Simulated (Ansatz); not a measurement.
A structure relaxed at PBE0-D4/def2-TZVP, charge 0, multiplicity 1:

```xyz
7

N     0.974    1.320   -1.128
Zn    0.140    0.065   -0.124
B    -0.881   -1.350    0.950
F    -0.458   -2.587    1.126
Cl   -2.422   -0.964    1.727
H     0.726    2.296   -1.101
H     1.922    1.220   -1.451
```

**Question.** Give its formula and SMILES.

**Answer.** BClFH2NZn, `[NH2][Zn][B](F)Cl`.

**Question.** Summarise the bond lengths by kind.

**Answer.** 1 × N–Zn 1.811 Å; 2 × H–N 1.007 Å; 1 × B–Zn 2.049 Å; 1 × B–F 1.319 Å; 1 × B–Cl 1.769 Å.

All numbers were calculated with Ansatz.
